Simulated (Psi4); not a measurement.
Intermolecular potential of H10Si4 ··· C2H4 (SMILES [SiH3][SiH]([SiH3])[SiH3] and C=C). Monomers: optimised at B3LYP-D3(BJ) (def2-SVP and def2-TZVP), held rigid. Orientation: lowest of the rigid-body minima from ten starts at GFN2-xTB. R is the distance of the centres of mass, along which the second monomer moves.

Computed with SAPT0/jun-cc-pVDZ, frozen core (Psi4 1.11).

Components in kcal/mol:

```tsv
R / Å	electrostatics	exchange	induction	dispersion	total
4.13	-1.93	9.11	-0.98	-4.63	1.58
4.35	-0.89	4.97	-0.53	-3.35	0.19
4.57	-0.37	2.68	-0.29	-2.45	-0.43
4.80	-0.11	1.38	-0.15	-1.78	-0.66
4.98	-0.02	0.82	-0.09	-1.40	-0.69
5.31	0.05	0.31	-0.04	-0.92	-0.60
5.56	0.05	0.14	-0.02	-0.68	-0.50
6.08	0.04	0.03	0.00	-0.38	-0.31
6.79	0.02	0.00	0.00	-0.18	-0.16
7.80	0.01	0.00	0.00	-0.07	-0.07
9.06	0.00	0.00	0.00	-0.03	-0.03
```
